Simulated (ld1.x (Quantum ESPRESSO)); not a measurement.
## erbium: excitation energies, all-electron against TM

```
Element                 : Er (Z = 68)
Generator               : ld1.x (Quantum ESPRESSO) 7.5
Type                    : norm-conserving Troullier–Martins (Kleinman–Bylander form)
Functional              : PW91
Relativity              : scalar-relativistic
Frozen core             : [Kr] 4d10 5s2
Valence charge          : 20
Reference configuration : 4f11 5p6 5d1 6s2 6p0
Partial waves           : 5p (bound): rc 1.65 bohr; 5d (bound): rc 2.05 bohr; 4f (bound): rc 0.85 bohr; 6s (bound): rc 3.15 bohr
Local potential         : the s channel
Core correction         : Bessel-smoothed model core, default radius (core density twice the valence density)
```

Energies are relative to the spin-unpolarised reference configuration 4f11 5p6 5d1 6s2 6p0; without spin polarisation the order of configurations can differ from experiment. Not all tests gave a result: 1 of 7 tests not solved or not reliable. Left out of the table: 4f13 5p6 5d0 6s0 6p0 (all-electron atom not converged, printed error +23875 eV).

| valence configuration | charge | ΔE all-electron (eV) | error AE − PS (meV) |
| --- | --- | --- | --- |
| 4f12 5p6 5d0 6s2 6p0 | 0 | -4.798 | -1335 |
| 4f12 5p6 5d0 6s1 6p0 | +1 | 1.621 | -1493 |
| 4f12 5p6 5d0 6s0 6p0 | +2 | 13.614 | -1698 |
| 4f12 5p6 5d0 6s1 6p1 | 0 | -1.987 | -1736 |
| 4f12 5p6 5d0 6s0 6p2 | 0 | 0.999 | -2245 |

Q: What are ΔE and the potential's error for 4f11 5p6 5d0 6s0 6p0?

A: ΔE = 39.926 eV all-electron; the error (AE − PS) is -31 meV.

Levels in the configuration 4f12 5p6 5d0 6s0 6p0:

```csv
level,all-electron (eV),pseudo (eV)
4f,-17.534,-14.729
5p,-40.857,-40.431
```

These tests converged, but a pseudo level misses the all-electron one widely, so the file describes the atom poorly there or has found another state: 4f12 5p6 5d0 6s2 6p0: 4f by 2.2 eV (a node warning on the way); 4f12 5p6 5d0 6s1 6p0: 4f by 2.5 eV; 4f12 5p6 5d0 6s0 6p0: 4f by 2.8 eV; 4f12 5p6 5d0 6s1 6p1: 4f by 2.1 eV; 4f12 5p6 5d0 6s0 6p2: 4f by 1.9 eV.
